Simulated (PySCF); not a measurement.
## Name the molecule from its bond curve

A diatomic of charge +1 contains Sr. Its singlet curve at r²SCAN in a triple-zeta basis (scalar-relativistic core potentials, PySCF), in eV from the separated fragments:

```csv
R (Å),E (eV)
1.742,-1.830
1.823,-2.044
1.903,-2.170
1.964,-2.217
2.025,-2.231
2.086,-2.218
2.167,-2.166
2.268,-2.059
2.389,-1.885
2.551,-1.609
```

The fit gives ωe = 1423 cm⁻¹ and the rotational constant Bₑ = 4.128 cm⁻¹.

Q: Which atom is the partner?

A: The minimum lies at 2.024 Å, so the reduced mass is 16.8576 u Å² cm⁻¹/(Bₑ·Re²) = 0.9969 u. With Sr at 87.91 u the partner weighs about 1.0 u: H. The molecule is SrH⁺.
